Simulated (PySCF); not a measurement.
Excitations are Tamm–Dancoff values on a coarser integration grid. The basis has no diffuse functions, so Rydberg states are missing or too high.

Cartesian coordinates (Å):
SMILES: C(C[SiH3])(Cl)=C
```xyz
12

C     -1.7832     1.0319     0.2236
C     -0.6517     0.5472     0.6991
Cl     0.2556     1.4734     1.8716
C     -0.0111    -0.7413     0.3155
Si     1.4969    -0.5550    -0.8061
H     -2.3500     0.4613    -0.4992
H     -2.1687     1.9910     0.5334
H     -0.7420    -1.3551    -0.2145
H      0.2895    -1.2913     1.2096
H      1.1017     0.1574    -2.0397
H      2.5805     0.1881    -0.1343
H      1.9827    -1.9075    -1.1591
```
Charge 0, multiplicity 1.

What is the computed S1 excitation (TDA), HOMO and T1 excitation (TDA) (CAM-B3LYP-D3(BJ)/def2-TZVP run with PySCF)?


```json
{
  "S1 excitation (TDA)": "6.67 eV",
  "HOMO": "-8.54 eV",
  "T1 excitation (TDA)": "4.17 eV"
}
```
